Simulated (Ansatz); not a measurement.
H3BN, SMILES `[BH-]N` (excited triplet) (charge -1, multiplicity 3). This triplet is an excited state, 1.18 eV above the relaxed singlet at the level frozen-core CCSD(T)/aug-cc-pVTZ // PBE0-D3(BJ)/def2-TZVPD (Ansatz, an electronic-structure program).

Method: BLYP/aug-cc-pVTZ // PBE0-D3(BJ)/def2-TZVPD (Ansatz).

Ansatz 0.2 input:
```yaml
crystal:
  periodic: [false, false, false]
  atoms:
    - { symbol: B, position_ang: [0.855266, -0.272, 0.37481] }
    - { symbol: N, position_ang: [-0.588179, -0.022666, 0.232865] }
    - { symbol: H, position_ang: [1.773247, -0.062668, -0.395563] }
    - { symbol: H, position_ang: [-0.921186, 0.935972, 0.217654] }
    - { symbol: H, position_ang: [-1.119149, -0.578637, -0.429765] }
basis:
  gaussian: { orbitals: aug-cc-pVTZ }
hamiltonian:
  xc: blyp
total_charge: -1
magnetization:
  spin_polarized: true
  initial_magnetization: 2
```

Output:

```
Functional definition: BLYP
632 factors; their error is unknown
mean field evaluation 1: about -2210.1288 eV, gradient 2.0e1 eV
mean field evaluation 2: about -2191.7653 eV, gradient 4.9e1 eV
mean field evaluation 4: about -2212.2992 eV, gradient 7.4e0 eV
mean field evaluation 8: about -2212.8496 eV, gradient 2.0e-1 eV
mean field evaluation 16: about -2212.8282 eV, gradient 6.4e-4 eV
mean field evaluation 32: about -2211.0984 eV, gradient 7.7e0 eV
mean field evaluation 64: about -2212.7066 eV, gradient 1.1e0 eV
mean field evaluation 96: about -2211.9858 eV, gradient 8.8e-1 eV
mean field -2212.82824161 eV, -81.3199379705 hartree, gradient 6.6e-6 eV, S^2 2.005711; 10 other end points of the search recorded, 0 dependent functions left out
reference -2212.82846577 eV, -81.3199462081 hartree; 9, 7 occupied and 152, 154 virtual orbitals, 632 factors
Total energy: -2212.82846577 eV, -81.3199462081 hartree
```
